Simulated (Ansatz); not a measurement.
Species: C$_{2}$H$_{6}$Cl$_{3}$NSi, net charge 0, singlet state. SMILES: CN(C)[Si](Cl)(Cl)Cl
Geometry from a B3LYP-D3(BJ)/def2-TZVP (Ansatz, a first-principles code) optimisation:
```
N
C 1 1.4579
H 2 1.0877 1 110.84
H 2 1.0938 3 108.04 1 -120.20
H 2 1.0962 3 108.46 4 -117.06
C 1 1.4579 2 113.04 3 -177.95
H 6 1.0877 1 110.84 2 177.95
H 6 1.0938 7 108.04 1 120.20
H 6 1.0962 7 108.46 8 117.06
Si 1 1.6888 2 121.76 3 22.65
Cl 10 2.0461 1 110.02 2 -161.47
Cl 10 2.0461 1 110.02 2 -40.91
Cl 10 2.0600 1 113.74 2 78.81
```
Charge 0, spin multiplicity 1.

Parts of the frozen-core correlation energy in aug-cc-pV(D+d)Z (Ansatz, hartree). Frozen orbitals: 23; correlated occupied orbitals by spin: 22 and 22; virtual: 206 and 206. Spin-orbit coupling is left out. No relativistic terms.

```tsv
term	value
reference (HF)	-1801.33607
MP2 opposite-spin	…
MP2 same-spin	…
CCSD correlation	-1.09825
(T)	…
T1 diagnostic	0.010
largest doubles amplitude	0.011
```

Task: Fill in the missing entries.

Result: 
- MP2 opposite-spin, value: -0.75902
- MP2 same-spin, value: -0.26666
- (T), value: -0.03759
